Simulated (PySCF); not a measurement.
# OsS(OH)₂: fields on a plane

Level of theory: UB3LYP in PySCF with Os def2-SVP with ECP60, S def2-SVP, O def2-SVP, H def2-SVP; scalar-relativistic core potentials, no spin–orbit coupling; density-fitted integrals.

The triplet minimum has Os–O 1.863 Å (×2), Os–S 2.104 Å, O–H 0.972 Å (×2); H–O–Os 118.8° (×2), O–Os–O 131.0°, O–Os–S 114.2° (×2).

The plane holds Os1 at (0.00, 0.00), S2 at (2.10, 0.00), O3 at (-0.76, 1.70), O4 at (-0.76, -1.68) Å. Columns run from x = -2.85 to 4.35 Å, rows from y = 4.05 (top) to -3.75 Å, in steps of 0.3 Å. Other isomers or separated fragments may lie lower. Core electrons replaced by a potential are absent, the electrostatic potential uses the reduced nuclear charge, and values within about 0.7 Å of such atoms have no physical meaning.

Q: Give the electrostatic potential (V) (cut at 20 V). Lower edges of the bins (V): '_' -0.86, '.' -0.73, ':' -0.54, '-' -0.23, '=' 0.26, '+' 1.04, '*' 2.27, '#' 4.23, '%' 7.32, '@' 12.23; top 20.0, each point printed twice.

A: 
```
----------==========------------------------------
----------============----------------------------
----------============----------------------------
----------============----------------------------
----------==++++++====----------------------------
----------++**##**++==--------------::------------
--::::::==##@@@@@@##++----------::::::::::::------
--::..::++@@@@@@@@%%**====--------::::::::::------
--::....++@@@@@@@@@@**++++====------------::::----
--::::::==%%@@@@@@@@####**++++++++++++==----------
----::--==**%%@@@@@@@@@@%%##**########**==--------
------==++**%%@@@@@@@@@@@@%%%%@@@@@@@@##**==------
----==++**##@@@@@@@@@@@@@@@@@@@@@@@@@@@@##++------
--====++**##@@@@@@@@@@@@@@@@@@@@@@@@@@@@##++==----
--====++**##@@@@@@@@@@@@@@@@@@@@@@@@@@@@##++==----
----==++**##@@@@@@@@@@@@@@@@@@@@@@@@@@@@##++------
------==++**%%@@@@@@@@@@@@%%%%@@@@@@@@##**==------
----::--==**%%@@@@@@@@@@%%##**########**==--------
--::....==%%@@@@@@%%####**++++++++++++==----------
::::____==@@@@@@@@@@**++++====------------::::----
::::____==%%@@@@@@%%++==--------::::::::::::::----
::::..__::**%%@@%%**----------::::::::::::::------
--::::....--++++++--::::::----::::::::::::--------
----::::::::------::::::--------------------------
------::::::::------------------------------------
--------------------------------------------------
--------------------------------------------------
```

Q: Give the lowest empty orbital (Å^-3/2) at -3.49 eV (cut at ±0.3; overall sign arbitrary). Lower edges of the bins (Å^-3/2): '0' -0.300, '1' -0.240, '2' -0.180, '3' -0.120, '4' -0.060, '5' 0.000, '6' 0.060, '7' 0.120, '8' 0.180, '9' 0.240; top 0.30.

A: 
```
5555555555555554444444444
5555555555555554444444444
5555555555555554444444444
5555444555555554444454444
5544444444555555555555555
5444444444444555555555555
5444432334444455555555555
4444321134444455555555555
4444321954444455555555555
4444434554444455565555555
5444445554333455666655555
5555555664112456777655555
5555556785002456677655555
5555555675323455325555555
4444444324576544664444444
4444443100687543322344444
4444443212566543222344444
4555554333455543333344444
5555566644455444334444444
5555679975554444444444444
5555689986554444444444444
5555678875555444444444444
4555566665555444444444444
4555555555554444444444444
4455555555544455555545555
4444555555444455555555555
4444444444444455555555555
```

Other spin states or occupations of the open shell can lie lower. Spin–orbit coupling, left out here, can matter for elements this heavy.
